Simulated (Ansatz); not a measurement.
Basis-set extrapolation for C$_{2}$H$_{8}$AlNSi, SMILES `C[N]1[SiH2][Al]1[CH3]` (PBE0-D4/def2-TZVP geometry, frozen core, the Gaussian-basis code of Ansatz). Multiplicity 1, RHF reference.

```json
{"": "HF", "def2-TZVPP": "-665.763410", "def2-QZVPP": "-665.785759"}
{"": "MP2 correlation", "def2-TZVPP": "-0.759057", "def2-QZVPP": "-0.809819"}
{"": "CCSD(T) correlation", "def2-TZVPP": "-0.844153", "def2-QZVPP": "not run"}
```

Energies in hartree. Use E(X) = E(∞) + A·exp(−7.88·√X) for Hartree–Fock and E(X) = E(∞) + B·X^(−2.97) for correlation, with X = 3 and 4, and add CCSD(T) minus MP2 of the smaller set to the MP2 limit.

Q: What is the CCSD(T) energy at the basis-set limit?

A: HF limit: -665.785759 + (-0.022349) × 0.13774 = -665.78884. MP2 limit: -0.809819 + (-0.050762) × 0.74074 = -0.84742. Higher-order term: -0.844153 − (-0.759057) = -0.08510. Total: -666.72136 hartree, 298.8 kJ/mol below CCSD(T)/def2-TZVPP.
